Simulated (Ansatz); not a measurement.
The cluster Si3S4⁻. The state is a doublet with charge -1. Geometry PBE-D4/def2-SVPD, basis def2-TZVPD, Ansatz.

Cartesian coordinates in Å:
```
Si 1.9311 1.3024 -0.5347
Si -1.2026 0.3898 1.1111
Si 0.9947 -0.7237 -1.1805
S -2.7666 0.5521 2.3439
S 1.6317 -2.0939 -2.5189
S 0.3318 1.8481 0.9602
S -0.9199 -1.2747 -0.1812
```

```
run  HOMO (eV)  LUMO (eV)
  A      -1.19      -0.70
  B      -4.04       3.46
  C      -1.43      -0.23
  D      -2.02       0.31
  E      -1.15      -0.40
  F      -1.73       0.12
```

B3LYP takes the VWN-RPA correlation. Another isomer (doublet) lies 0.40 eV lower at PBE0-D4/def2-TZVPD; other spin states weren't run for this one.

HOMO and LUMO are taken over both spins.

Problem. The runs used B3LYP, HF, LDA (SPW92), PBE, PBE0, r2SCAN. Estimate which is which.

Solution. A LDA (SPW92) (0 % exact exchange); B HF (100 % exact exchange); C r2SCAN (0 % exact exchange); D PBE0 (25 % exact exchange); E PBE (0 % exact exchange); F B3LYP (20 % exact exchange). Exact exchange lowers occupied and raises empty levels; among semilocal functionals meta-GGAs tend to open the gap a little, and such runs are hard to tell apart. The gap grows from 0.49 eV (LDA (SPW92)) to 7.51 eV (HF).
